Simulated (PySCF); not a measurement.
An unknown is described by computed data only.

Elements present: B, C, H and O. Monoisotopic mass: 135.0834 u (electron mass counted); charge -1.

- Rotational structure: rotational constants A, B, C: 1.662, 1.368, 1.366 GHz [PBE0-D3(BJ)/def2-SVP]
- NMR, other nuclei: isotropic shieldings of nuclei other than C and H, by class: 101 (1 B), 312 (4 O) ppm [GIAO KT2/pcSseg-1]
- XPS: B1s 191.7, C1s 287.3 (×4), O1s 532.2 (×4) eV [ΔSCF SCAN, pcX-2 on the ionised atom, pcseg-1 elsewhere, spin-free X2C]
- 1H NMR: chemical shifts (computed TMS as zero) by class: 3.30 (12 H) ppm [GIAO KT2/pcSseg-1]
- 13C NMR: chemical shifts (computed TMS as zero) by class: 51.9 (4 C) ppm [GIAO KT2/pcSseg-1]

Gas-phase values; electronic properties from PySCF, density fitting. Levels stand in brackets. Isolated species at its PBE0-D3(BJ)/def2-SVP geometry (one conformer only). The geometry's basis has no diffuse functions, a weakness for an anion. No diffuse functions stand in pcSseg-1, which bears on an anion's orbital energies. NMR values are class means; diastereotopic atoms form classes of their own.

Task: Which formula fits the mass and the elements?

Result: C4H12BO4 (calculated 135.0834). No other formula that holds each of these elements comes within 0.0003 u with a fitting electron parity and a possible valence count.

Task: Propose a structure and show how it fits.

Result: Numbering: `[CH3:1][O:2][B-:3]([O:4][CH3:5])([O:6][CH3:7])[O:8][CH3:9]`. 4 carbons fall into 1 class: methoxy carbon [C1/C5/C7/C9] (51.9 ppm, 4 C). All hydrogens form one class (3.30 ppm): methyl hydrogen. The other shieldings belong to: 101 ppm, four-coordinate boron [B3]; 312 ppm, boron-bound oxygen [O2/O4/O6/O8]. The core levels belong to: B1s 191.7 eV, four-coordinate boron [B3]; C1s 287.3 eV, methoxy carbon [C1/C5/C7/C9]; O1s 532.2 eV, boron-bound oxygen [O2/O4/O6/O8]. The optimised geometry has point group S4 and is a prolate symmetric top (the spread among constants that symmetry makes equal is optimisation noise). Structure: `CO[B-](OC)(OC)OC`. The assignments are read from this structure; whether some other isomer fits the data as well wasn't checked.

The values belong to the conformer `[CH3:1][O:2][B-:3]([O:4][CH3:5])([O:6][CH3:7])[O:8][CH3:9]`: C1–O2–B3–O4 -178°, O2–B3–O4–C5 57°, O2–B3–O6–C7 179°, O2–B3–O8–C9 63°.
